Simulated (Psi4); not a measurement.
Psi4 input (wB97X-D/6-311+G**):

```
memory 1500 MB

molecule {
0 1
C     2.53456600   -0.31571300   -0.08982600
C     1.30305200   -0.82049300    0.01392300
B     0.01797700    0.05605200    0.07294900
O     0.17725700    1.41354300    0.02370800
C    -1.40098500   -0.59736600    0.17207900
C    -2.54277100    0.01244700   -0.15075000
H     3.42024800   -0.94039900   -0.13433300
H     2.69573700    0.75569700   -0.13380500
H     1.20143200   -1.90292300    0.05391500
H    -0.64619300    1.90410200    0.10985000
H    -1.46670000   -1.63796400    0.48326300
H    -3.50737100   -0.48011200   -0.10007700
H    -2.56826000    1.03974500   -0.50578300
symmetry c1
no_reorient
no_com
}

set {
  basis 6-311+G**
  reference rks
  scf_type df
  df_basis_scf def2-universal-jkfit
  dft_radial_points 99
  dft_spherical_points 590
  e_convergence 1e-8
  d_convergence 1e-7
  maxiter 150
}

e = energy('wb97x-d')
print_out(f'\nFINAL {e:.10f} DIPOLE {variable("CURRENT DIPOLE")[0]:.6f} {variable("CURRENT DIPOLE")[1]:.6f} {variable("CURRENT DIPOLE")[2]:.6f}\n')
```

Output:

```
   => Loading Basis Set <=

    Name: 6-311+G**
    Role: ORBITAL
    Keyword: BASIS
    atoms 1-2, 5-6 entry C          line   129 file 6-311pgss.gbs
    atoms 3        entry B          line   108 file 6-311pgss.gbs
    atoms 4        entry O          line   171 file 6-311pgss.gbs
    atoms 7-13     entry H          line    42 file 6-311pgss.gbs

   => WB97X-D: Empirical Dispersion <=

    Chai and Head-Gordon Dispersion Correction
    Chai, J.-D.; Head-Gordon, M. (2010), J. Chem. Phys., 132: 6615-6620

        s6 =       1.000000

         ---------------------------------------------------------
                                   SCF
               by Justin Turney, Rob Parrish, Andy Simmonett
                          and Daniel G. A. Smith
                              RKS Reference
         ---------------------------------------------------------

  ==> Geometry <==

    Molecular point group: c1
    Full point group: C1

    Geometry (in Angstrom), charge = 0, multiplicity = 1:

       Center              X                  Y                   Z               Mass
    ------------   -----------------  -----------------  -----------------  -----------------
         C            2.534566000000    -0.315713000000    -0.089826000000    12.000000000000
         C            1.303052000000    -0.820493000000     0.013923000000    12.000000000000
         B            0.017977000000     0.056052000000     0.072949000000    11.009305360000
         O            0.177257000000     1.413543000000     0.023708000000    15.994914619570
         C           -1.400985000000    -0.597366000000     0.172079000000    12.000000000000
         C           -2.542771000000     0.012447000000    -0.150750000000    12.000000000000
         H            3.420248000000    -0.940399000000    -0.134333000000     1.007825032230
         H            2.695737000000     0.755697000000    -0.133805000000     1.007825032230
         H            1.201432000000    -1.902923000000     0.053915000000     1.007825032230
         H           -0.646193000000     1.904102000000     0.109850000000     1.007825032230
         H           -1.466700000000    -1.637964000000     0.483263000000     1.007825032230
         H           -3.507371000000    -0.480112000000    -0.100077000000     1.007825032230
         H           -2.568260000000     1.039745000000    -0.505783000000     1.007825032230

  Running in c1 symmetry.

  Rotational constants: A =      0.28618  B =      0.06926  C =      0.05625 [cm^-1]
  Rotational constants: A =   8579.40451  B =   2076.28580  C =   1686.21495 [MHz]
  Nuclear repulsion =  195.982608827239375

  Charge       = 0
  Multiplicity = 1
  Electrons    = 44
  Nalpha       = 22
  Nbeta        = 22

  ==> Algorithm <==

  SCF Algorithm Type is DF.
  DIIS enabled.
  MOM disabled.
  Fractional occupation disabled.
  Guess Type is SAD.
  Energy threshold   = 1.00e-08
  Density threshold  = 1.00e-07
  Integral threshold = 1.00e-12

  ==> Primary Basis <==

  Basis Set: 6-311+G**
    Blend: 6-311+G**
    Number of shells: 88
    Number of basis functions: 174
    Number of Cartesian functions: 180
    Spherical Harmonics?: true
    Max angular momentum: 2

  ==> DFT Potential <==

   => LibXC <=

    Version 7.1.2
    S. Lehtola, C. Steigemann, M. J. T. Oliveira, and M. A. L. Marques,  SoftwareX 7, 1–5 (2018) (10.1016/j.softx.2017.11.002)

   => Composite Functional: WB97X-D <=

    wB97X-D Hyb-GGA Exchange-Correlation Functional

    J.-D. Chai and M. Head-Gordon,  Phys. Chem. Chem. Phys. 10, 6615–6620 (2008) (10.1039/B810189B)

    Deriv               =              1
    GGA                 =           TRUE
    Meta                =          FALSE

    Exchange Hybrid     =           TRUE
    MP2 Hybrid          =          FALSE

   => Exchange-Correlation Functionals <=

    1.0000   wB97X-D range-separated functional

   => Exact (HF) Exchange <=

    0.7780            HF,LR [omega = 0.2000]
    0.2220               HF

   => LibXC Density Thresholds  <==

    XC_HYB_GGA_XC_WB97X_D:  1.00E-14

   => Molecular Quadrature <=

    Radial Scheme          =       TREUTLER
    Pruning Scheme         =           NONE
    Nuclear Scheme         =       TREUTLER

    Blocking Scheme        =         OCTREE
    BS radius alpha        =              1
    Pruning alpha          =              1
    Radial Points          =             99
    Spherical Points       =            590
    Total Points           =         718245
    Total Blocks           =           5053
    Max Points             =            256
    Max Functions          =            164
    Weights Tolerance      =       1.00E-15

   => Loading Basis Set <=

    Name: DEF2-UNIVERSAL-JKFIT
    Role: JKFIT
    Keyword: DF_BASIS_SCF
    atoms 1-2, 5-6 entry C          line   198 file def2-universal-jkfit.gbs
    atoms 3        entry B          line   138 file def2-universal-jkfit.gbs
    atoms 4        entry O          line   318 file def2-universal-jkfit.gbs
    atoms 7-13     entry H          line    18 file def2-universal-jkfit.gbs

  ==> Integral Setup <==

  SCF_SUBTYPE=INCORE selected. In-core MEM_DF algorithm will be used.
  Using in-core AOs.

  ==> MemDFJK: Density-Fitted J/K Matrices <==

    J tasked:                   Yes
    K tasked:                   Yes
    wK tasked:                  Yes
    Omega:                2.000E-01
    Algorithm:                 Core
    Schwarz Cutoff:           1E-12
    Mask sparsity (%):       5.6084
    Fitting Condition:        1E-10

   => Auxiliary Basis Set <=

  Basis Set: DEF2-UNIVERSAL-JKFIT
    Blend: DEF2-UNIVERSAL-JKFIT
    Number of shells: 192
    Number of basis functions: 578
    Number of Cartesian functions: 678
    Spherical Harmonics?: true
    Max angular momentum: 4

  Cached 25.0% of DFT collocation blocks in 0.652 [GiB].

  Minimum eigenvalue in the overlap matrix is 2.4744338894E-05.
  Reciprocal condition number of the overlap matrix is 2.4105517805E-06.
    Using symmetric orthogonalization.

  ==> Pre-Iterations <==

  SCF Guess: Superposition of Atomic Densities via on-the-fly atomic UHF (no occupation information).

   -------------------------
    Irrep   Nso     Nmo
   -------------------------
     A        174     174
   -------------------------
    Total     174     174
   -------------------------

  ==> Iterations <==

                           Total Energy        Delta E     RMS |[F,P]|

   @DF-RKS iter SAD:  -255.41440039200623   -2.55414e+02   0.00000e+00
   @DF-RKS iter   1:  -256.31100093214638   -8.96601e-01   5.30967e-03 ADIIS/DIIS
   @DF-RKS iter   2:  -256.44458299590792   -1.33582e-01   4.64482e-03 ADIIS/DIIS
   @DF-RKS iter   3:  -256.70672968727962   -2.62147e-01   7.54495e-04 ADIIS/DIIS
   @DF-RKS iter   4:  -256.71288426984694   -6.15458e-03   1.65433e-04 ADIIS/DIIS
   @DF-RKS iter   5:  -256.71327330633238   -3.89036e-04   2.90113e-05 DIIS
   @DF-RKS iter   6:  -256.71328406048730   -1.07542e-05   1.82296e-05 DIIS
   @DF-RKS iter   7:  -256.71328909624913   -5.03576e-06   3.39257e-06 DIIS
   @DF-RKS iter   8:  -256.71328933118923   -2.34940e-07   7.09805e-07 DIIS
   @DF-RKS iter   9:  -256.71328935198255   -2.07933e-08   2.98152e-07 DIIS
   @DF-RKS iter  10:  -256.71328935453880   -2.55625e-09   7.74909e-08 DIIS
  Energy and wave function converged.

  ==> Post-Iterations <==

   Electrons on quadrature grid:
      Ntotal   =   44.0000039771 ; deviation = 3.977e-06

    Orbital Energies [Eh]
    ---------------------

    Doubly Occupied:

       1A    -19.262695     2A    -10.300346     3A    -10.287289
       4A    -10.274536     5A    -10.261938     6A     -6.863551
       7A     -1.129063     8A     -0.872400     9A     -0.858956
      10A     -0.701290    11A     -0.659194    12A     -0.642718
      13A     -0.576254    14A     -0.538843    15A     -0.530164
      16A     -0.488588    17A     -0.470611    18A     -0.458472
      19A     -0.424910    20A     -0.388653    21A     -0.369601
      22A     -0.352724

    Virtual:

      23A      0.003116    24A      0.049103    25A      0.065537
      26A      0.071874    27A      0.075423    28A      0.084631
      29A      0.097054    30A      0.105073    31A      0.123984
      32A      0.127210    33A      0.133417    34A      0.146341
      35A      0.148634    36A      0.164876    37A      0.169204
      38A      0.179578    39A      0.192162    40A      0.205293
      41A      0.213895    42A      0.220483    43A      0.223656
      44A      0.231403    45A      0.233450    46A      0.253502
      47A      0.256183    48A      0.261056    49A      0.273615
      50A      0.290700    51A      0.304602    52A      0.310204
      53A      0.322122    54A      0.332159    55A      0.346449
      56A      0.379072    57A      0.388093    58A      0.411583
      59A      0.433248    60A      0.475797    61A      0.500877
      62A      0.504078    63A      0.512226    64A      0.535365
      65A      0.573908    66A      0.593066    67A      0.622894
      68A      0.640117    69A      0.648303    70A      0.659626
      71A      0.662179    72A      0.684274    73A      0.696579
      74A      0.723371    75A      0.735124    76A      0.750095
      77A      0.769896    78A      0.787115    79A      0.812905
      80A      0.822367    81A      0.843630    82A      0.852171
      83A      0.868090    84A      0.897261    85A      0.927015
      86A      0.938923    87A      0.968234    88A      0.992847
      89A      1.081462    90A      1.089243    91A      1.107742
      92A      1.122193    93A      1.147463    94A      1.169076
      95A      1.187969    96A      1.213824    97A      1.224083
      98A      1.293539    99A      1.388905   100A      1.453238
     101A      1.465864   102A      1.487103   103A      1.511980
     104A      1.541923   105A      1.563165   106A      1.591206
     107A      1.610963   108A      1.652598   109A      1.679701
     110A      1.726226   111A      1.741927   112A      1.781303
     113A      1.786286   114A      1.816910   115A      1.847345
     116A      1.852528   117A      1.857747   118A      1.884813
     119A      1.904575   120A      1.994604   121A      2.012134
     122A      2.055601   123A      2.143830   124A      2.172980
     125A      2.201246   126A      2.208438   127A      2.237419
     128A      2.253483   129A      2.266006   130A      2.277877
     131A      2.326305   132A      2.359336   133A      2.496615
     134A      2.522747   135A      2.525736   136A      2.555139
     137A      2.623737   138A      2.641012   139A      2.673692
     140A      2.693918   141A      2.752019   142A      2.788318
     143A      2.819111   144A      2.836852   145A      2.863094
     146A      2.877847   147A      2.893791   148A      2.941179
     149A      3.006699   150A      3.038402   151A      3.086341
     152A      3.149641   153A      3.171161   154A      3.246842
     155A      3.480404   156A      3.540716   157A      3.613888
     158A      3.624092   159A      3.751714   160A      3.824491
     161A      3.862061   162A      3.947243   163A      4.047026
     164A      4.189794   165A      4.248721   166A      5.075008
     167A      5.410164   168A      5.709604   169A     14.801295
     170A     23.856967   171A     23.944174   172A     24.386752
     173A     24.394935   174A     50.033455

    Final Occupation by Irrep:
              A
    DOCC [    22 ]
    NA   [    22 ]
    NB   [    22 ]

  @DF-RKS Final Energy:  -256.71328935453880

   => Energetics <=

    Nuclear Repulsion Energy =            195.9826088272393747
    One-Electron Energy =                -734.7674685035498214
    Two-Electron Energy =                 307.4310700741528990
    DFT Exchange-Correlation Energy =     -25.3546296565856757
    Empirical Dispersion Energy =          -0.0048700957955615
    VV10 Nonlocal Energy =                  0.0000000000000000
    Total Energy =                       -256.7132893545388583

Computation Completed

Properties will be evaluated at   0.000000,   0.000000,   0.000000 [a0]

Properties computed using the SCF density matrix

 Multipole Moments:

 ------------------------------------------------------------------------------------
     Multipole            Electronic (a.u.)      Nuclear  (a.u.)        Total (a.u.)
 ------------------------------------------------------------------------------------

 L = 1.  Multiply by 2.5417464519 to convert [e a0] to [Debye]
 Dipole X            :         -0.5263626            0.0000113           -0.5263512
 Dipole Y            :          0.0151993            0.0000000            0.0151993
 Dipole Z            :          0.0315041           -0.0000094            0.0314946
 Magnitude           :                                                    0.5275117

 ------------------------------------------------------------------------------------

FINAL -256.7132893545 DIPOLE -0.526351 0.015199 0.031495

*** Psi4 exiting successfully. Buy a developer a beer!
```

The geometry given is a B3LYP-D3(BJ)/def2-TZVP minimum.
